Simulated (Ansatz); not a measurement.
`O[SiH2]/C(O)=C\Cl` + H₂S → `O[SiH2]/C(O)=C/S` + HCl  (substitution at a C–Cl bond)

Calculated with Ansatz (gas phase, PBE0-D4/def2-TZVP geometries, no zero-point term in ΔE). CBS: MP2 limit from def2 TZ/QZ plus the TZ coupled-cluster correction, frozen cores. This one scheme is used for every species. Double bonds are as drawn, so ΔE can hold a change between cis and trans. DFT in def2-TZVPP. B3LYP here is the variant with VWN-RPA as its local correlation; programs differ in this. One conformer a species, not always the lowest.

Is it downhill or uphill in electronic energy at CCSD(T)/CBS, and by how much? (An estimate is asked.)

The calculation gave: Downhill: ΔE = -32.2 kJ/mol.

What do these levels give: PBE-D4, r2SCAN-D4, PBE0-D4, ωB97M-V, B2PLYP, r2SCAN, PBE0, B3LYP, MP2/def2-TZVPP, SCS-MP2/def2-QZVPP, MP2/CBS(def2), CCSD/CBS(def2)? (Estimate.)

The calculation gave: PBE-D4 -31.1, r2SCAN-D4 -30.8, PBE0-D4 -32.2, ωB97M-V -28.7, B2PLYP -32.4, r2SCAN -30.5, PBE0 -31.6, B3LYP -29.9, MP2/def2-TZVPP -36.6, SCS-MP2/def2-QZVPP -33.5, MP2/CBS(def2) -35.9, CCSD/CBS(def2) -31.7 kJ/mol.

Largest T1 diagnostic among the species: 0.013.
